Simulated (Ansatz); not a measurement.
Wavefunction ladder for CH5ClGeS, SMILES `C[S][GeH2][Cl]`

```xyz
9

C     0.543   -0.611   -1.322
S    -1.078   -0.721   -0.513
Ge   -0.634    0.404    1.316
Cl   -0.118    2.445    0.814
H     0.807    0.428   -1.518
H     1.317   -1.090   -0.723
H     0.450   -1.140   -2.270
H    -1.894    0.436    2.185
H     0.607   -0.151    2.030
```

Total charge 0; spin multiplicity 1. Correlated methods include outer-core shells of Ge, which these sets cover unevenly. Scalar relativity is left out up to krypton. The structure was optimised at the PBE0-D4/def2-TZVP level. It is one conformer, not always the lowest. Frozen core, restricted reference, Ansatz 0.2.0.

```csv
basis,HF (Eh),MP2 corr.,CCSD corr.,(T),CCSD(T) total
def2-SVP,-2972.67606,?,-0.68127,?,?
def2-TZVPP,-2973.28505,-0.79863,-0.84726,?,?
def2-QZVPP,-2973.35297,?,–,–,–
```

Q: Fill in the withheld values. (Best estimate.)

A: The calculation gave: def2-SVP MP2 corr.: -0.63709; def2-SVP (T): -0.01897; def2-SVP CCSD(T) total: -2973.37630; def2-TZVPP (T): -0.03547; def2-TZVPP CCSD(T) total: -2974.16778; def2-QZVPP MP2 corr.: -1.10937.
